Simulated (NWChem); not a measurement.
A series in which one site is exchanged, each optimised at PBE0/def2-SVP with NWChem, gas phase unless a solvent is named. Some are not confirmed as minima by frequencies. def2 effective core potentials on Zr, Hf; no spin-orbit coupling.

A: [SH][ZrH3] (ZrH$_{4}$S; site = Zr)
B: [SH][TiH3] (TiH$_{4}$S; site = Ti)
C: [SH][HfH3] (HfH$_{4}$S; site = Hf)

```json
[
 {"quantity": "dipole (D), PBE0/def2-SVP", "A": "[?]", "B": "0.90", "C": "0.97"},
 {"quantity": "orbital gap (eV), PBE0/def2-SVP", "A": "[?]", "B": "5.48", "C": "5.97"},
 {"quantity": "static polarisability, PBE/def2-SVPD (bohr³)", "A": "[?]", "B": "68.0", "C": "72.9"}
]
```

Some entries are withheld; supply them.


- dipole (D), PBE0/def2-SVP, A: 1.01
- orbital gap (eV), PBE0/def2-SVP, A: 5.70
- static polarisability, PBE/def2-SVPD (bohr³), A: 75.6
